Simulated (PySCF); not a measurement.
Compound: 1,2-benzisoxazole, C7H5NO.
Atom-mapped SMILES: `[cH:1]1[cH:2][cH:3][c:4]2[o:5][n:6][cH:7][c:8]2[cH:9]1` (hydrogens: H10 on C1; H11 on C2; H12 on C3; H13 on C7; H14 on C9)

The closed-shell ground state was solved at several levels (PySCF, density fitting, gas phase, non-relativistic). Isolated species at its PBE0-D3(BJ)/def2-SVP geometry, gas phase.

| level | basis functions | total energy (Eh) | HOMO (eV) | LUMO (eV) | gap (eV) | dipole (D) |
| --- | --- | --- | --- | --- | --- | --- |
| HF/pcSseg-1 | 178 | -397.1714 | -9.32 | 2.10 | 11.42 | 3.64 |
| wB97X-D/def2-SVPD | 223 | -399.2640 | -9.07 | 0.25 | 9.32 | 3.22 |
| B3LYP/pcJ-1 | 293 | -399.6901 | -7.10 | -1.57 | 5.53 | 3.18 |

Question: What might PBE0/pcSseg-1 (178 basis functions) give for the same quantities?

Answer: Total energy -399.1787 Eh, HOMO -7.34 eV, LUMO -1.42 eV, gap 5.92 eV, dipole 3.18 D.

Question: Over all these levels, which gives the widest orbital gap and which the narrowest?

Answer: HF/pcSseg-1 (Hartree–Fock, all exact exchange) has the widest, 11.42 eV, and B3LYP/pcJ-1 (global hybrid, 20 % exact exchange) the narrowest, 5.53 eV. Functional and basis both differ between the two, so the spread mixes both effects. The HOMO need not be the same orbital at Hartree–Fock and at DFT levels.

Question: How far do the dipole and the HOMO energy spread over the levels?

Answer: The dipole runs from 3.18 to 3.64 D (mean 3.31 D) and the HOMO from -9.32 to -7.10 eV.

The pairwise dispersion term of wB97X-D wasn't added to the energies; at a given geometry it leaves orbitals and properties as they are.
